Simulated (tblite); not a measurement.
Species: C₄H₇NS₂Si.
Structure used (GFN2-xTB), in Å, numbered top down from 1:
```xyz
15
C4H7NS2Si angstrom
C     -3.0330    0.8069   -0.1893
C     -3.0298   -0.4996   -0.3787
S     -1.6546   -1.5864   -0.4368
Si     0.0253   -0.3114   -0.0950
S      1.6971   -1.6522   -0.1268
C      3.0609   -0.4407   -0.3682
C      2.9744    0.6286    0.5777
N      2.8581    1.4782    1.3342
H     -2.1367    1.3819   -0.0378
H     -3.9623    1.3499   -0.1789
H     -3.9429   -1.0547   -0.5286
H      0.2002    0.6301   -1.1950
H     -0.0577    0.3330    1.2055
H      3.9860   -1.0012   -0.2281
H      3.0108   -0.0543   -1.3875
```

Computed values, GFN2-xTB/tblite, gas phase, harmonic and unscaled. Errors from tens to a few hundred cm⁻¹ against measured bands are possible. Modes of hydrogen on silicon can be 10 to 20 % off. One conformer, not necessarily the lowest.

Harmonic wavenumbers (cm⁻¹): 28.1, 48.3, 54.9, 83.6, 105.0, 126.3, 163.5, 202.5, 368.5, 394.5, 470.7, 489.8, 515.8, 553.3, 563.0, 599.3, 690.0, 709.6, 714.5, 762.8, 840.6, 849.7, 984.5, 1000.8, 1012.4, 1078.0, 1182.2, 1245.7, 1386.6, 1389.5, 1658.5, 2292.6, 2340.6, 2401.6, 2963.7, 2988.2, 3085.3, 3109.5, 3138.5.

A = 2453, B = 616.2, C = 507.6 MHz; mass 160.979 u (most abundant isotopes); point group C1, symmetry number 1.

Question: What is the zero-point energy?

Answer: ½Σν̃ = 21296 cm⁻¹ = 254.76 kJ/mol.

Question: What is S at 298.15 K and 1 bar for an ideal gas of classical rigid rotors and harmonic oscillators?

Answer: Translation 172.23, rotation 127.26, vibration 158.32: S = 457.8 J/(mol K).

Question: And Cp and H(298.15 K) − H(0)?

Answer: Cp = 167.26 J/(mol K), of which vibrations give 134.00 (their classical limit is 39 R = 324.3); H(298.15 K) − H(0) = 32.28 kJ/mol without the zero-point energy, 22.37 from vibrations.

Question: How do the functions run with temperature in this model?

Answer: 
| T (K) | S (J/(mol K)) | Cp (J/(mol K)) | H − H(0) (kJ/mol) | G − H(0) (kJ/mol) | ln q(vib) |
| --- | --- | --- | --- | --- | --- |
| 100 | 323.8 | 91.4 | 6.61 | -25.77 | 3.35 |
| 200 | 398.7 | 130.2 | 17.64 | -62.11 | 6.93 |
| 300 | 458.8 | 167.9 | 32.59 | -105.06 | 10.07 |
| 500 | 558.3 | 221.4 | 71.99 | -207.16 | 15.74 |
| 800 | 673.4 | 267.4 | 145.96 | -392.72 | 23.07 |
| 1000 | 735.3 | 287.3 | 201.53 | -533.74 | 27.33 |

q(vib) and H(0) count from the zero-point level.

Question: What must be added to the electronic energy to get the Gibbs energy at 298.15 K and 1 bar?

Answer: ZPE + [H(298.15 K) − H(0)] − T·S = 254.76 + 32.28 − 136.50 = 150.54 kJ/mol.

Question: Blend soft modes into free rotors: weight 1/[1 + (100 cm⁻¹/ν̃)⁴] for the oscillator and the rest for a rotor with moment μB/(μ + B), μ = h/(8π²ν), B = 10⁻⁴⁴ kg m². What vibrational entropy results?

Answer: 137.25 J/(mol K) in place of 158.32, which changes −T·S at 298.15 K by +6.28 kJ/mol.

Hindered rotation and anharmonicity are outside this model. Other conformers, if any are populated, would add a mixing term that is left out. The structure is chiral; the term R ln 2 for an equal mix with its mirror image is left out.
